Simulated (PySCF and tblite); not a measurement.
The numbers below are computed, except where a source is named.
B₂BrH₈P₃, numbered as in [PH2:1][B@H-:2]1[PH2+:3][B@H-:4]([Br:5])[PH2+:6]1. The ensemble was built from 60 distance-geometry starts (ETKDG and KDG, UFF, GFN2-xTB) and rests on GFN2-xTB geometries. Free energies are PBE0-D3(BJ)/pcSseg-1 single points with GFN2-xTB rigid-rotor and vibrational terms (modes under about 100 cm⁻¹ blended into free rotors). Symmetry numbers and mirror images are counted. Conformers within 2.5 kcal/mol (GFN2-xTB free energy) were kept, 4 at most. GIAO shieldings: PBE0/pcSseg-1. Shifts are against TMS (¹H), H3PO4 (³¹P), BF3·OEt2 (¹¹B) at the same level. Run with PySCF (density fitting) and tblite.

Torsions listed: H1–P1–B2–P3. The 4-ring runs over atoms 2–3–4–6. Of a mirror pair one member is shown.

```
conformer                                                     shape  point group  mirror pair  ΔE(DFT)  Δ(G−E) at 350 K  δ P1 (ppm)
        1  4-ring puckered (ring torsions -16, 16, -16, 16°); -160°           C1          yes     0.00             0.00      -225.6
        2    4-ring puckered (ring torsions -17, 17, -17, 17°); 86°           Cs           no     1.38            -0.08      -261.5
```

Energies in kcal/mol; the thermal term leaves out symmetry numbers and mirror images.

**Question.** Work out the weights at 350 K and the ³¹P shift of P1 under fast exchange.

**Answer.** RT = 0.696 kcal/mol. Each conformer gets RT ln(σ/g), with σ the rotational symmetry number and g = 2 for a mirror pair: 1: σ = 1, g = 2, G = 0.00 + 0.00 − 0.48 = -0.48, 0.00 above the lowest, exp(−ΔG/RT) = 1.000; 2: σ = 1, g = 1, G = 1.38 − 0.08 + 0.00 = 1.30, 1.78 above the lowest, exp(−ΔG/RT) = 0.077. The sum is 1.077, so the weights are 92.9, 7.1 %. The averaged shift is -228.2 ppm. At 298.15 K it is -227.5 ppm. At 298.15 K the leading conformer alone gives -225.6 ppm and bare DFT energies give -228.8 ppm.

Spin–orbit effects of the heavy atoms on shieldings are missing.


Conformer gaps in pcSseg-1 on xTB geometries can be 2 kcal/mol off for S=O, P=O and other polar bonds.